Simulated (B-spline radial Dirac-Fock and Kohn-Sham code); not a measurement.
# Magnetic form factor of the 4f shell of Pm

System: atomic promethium in the configuration 1s2 2s2 2p6 3s2 3p6 3d10 4s2 4p6 4d10 4f5 5s2 5p6 6s2.

These are calculated numbers from a radial finite-basis atomic code; the model is relativistic Hartree-Fock (Dirac-Fock) wave functions, averaged over the configuration. ⟨j_K⟩ is the integral of the 4f radial density with the spherical Bessel function j_K(4πsr), s = sin θ/λ.

Hund's rules give S = 5/2, L = 5, J = 5/2 for 4f5, so g = 0.286, and the dipole approximation is F = ⟨j0⟩ + C₂⟨j2⟩ with C₂ = (2 − g)/g = 6.000.

| s (Å⁻¹) | ⟨j0⟩ | ⟨j2⟩ | ⟨j4⟩ | ⟨j6⟩ | F (dipole) |
| --- | --- | --- | --- | --- | --- |
| 0 | 1.0000 | 0.0000 | 0.0000 | 0.0000 | 1.0000 |
| 0.05 | 0.9764 | 0.0093 | 0.0001 | 0.0000 | 1.0325 |
| 0.1 | 0.9112 | 0.0343 | 0.0009 | 0.0000 | 1.1171 |
| 0.15 | 0.8173 | 0.0679 | 0.0036 | 0.0002 | 1.2245 |
| 0.2 | 0.7095 | 0.1027 | 0.0089 | 0.0008 | 1.3255 |
| 0.25 | 0.5996 | 0.1336 | 0.0167 | 0.0021 | 1.4012 |
| 0.3 | 0.4953 | 0.1580 | 0.0262 | 0.0042 | 1.4432 |
| 0.35 | 0.4011 | 0.1750 | 0.0366 | 0.0071 | 1.4513 |
| 0.4 | 0.3188 | 0.1851 | 0.0469 | 0.0107 | 1.4291 |
| 0.45 | 0.2486 | 0.1890 | 0.0567 | 0.0149 | 1.3823 |
| 0.5 | 0.1901 | 0.1878 | 0.0654 | 0.0193 | 1.3171 |
| 0.6 | 0.1031 | 0.1749 | 0.0789 | 0.0284 | 1.1528 |
| 0.7 | 0.0477 | 0.1540 | 0.0867 | 0.0367 | 0.9716 |
| 0.8 | 0.0144 | 0.1302 | 0.0894 | 0.0436 | 0.7958 |
| 0.9 | -0.0043 | 0.1070 | 0.0882 | 0.0487 | 0.6375 |
| 1 | -0.0136 | 0.0859 | 0.0841 | 0.0520 | 0.5016 |
| 1.1 | -0.0173 | 0.0677 | 0.0782 | 0.0536 | 0.3886 |
| 1.2 | -0.0178 | 0.0525 | 0.0712 | 0.0538 | 0.2970 |
| 1.4 | -0.0144 | 0.0302 | 0.0566 | 0.0510 | 0.1670 |
| 1.6 | -0.0099 | 0.0165 | 0.0432 | 0.0457 | 0.0892 |

Radial moments of the shell: ⟨r²⟩ = 1.306, ⟨r⁴⟩ = 5.008, ⟨r⁶⟩ = 47.42 in powers of bohr.
